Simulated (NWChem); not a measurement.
Molecule: MgH$_{2}$S; SMILES [MgH][SH]

All runs: NWChem. Pople sets run with spherical d functions. Geometry: optimised at PBE0/def2-SVP. Core excitations by TDA in a window of 1s orbitals, non-relativistic and unshifted: absolute energies depend strongly on the exact-exchange share.

Q: What does the run give for S K edge, PBE0/6-311G**? Quantities: first 1s excitation (eV); dipole oscillator strength of the first; first state with f > 0.002 (eV); dipole oscillator strength of that state.

A: first 1s excitation (eV): 2418.9
dipole oscillator strength of the first: 0.0016
first state with f > 0.002 (eV): 2420.1
dipole oscillator strength of that state: 0.0039
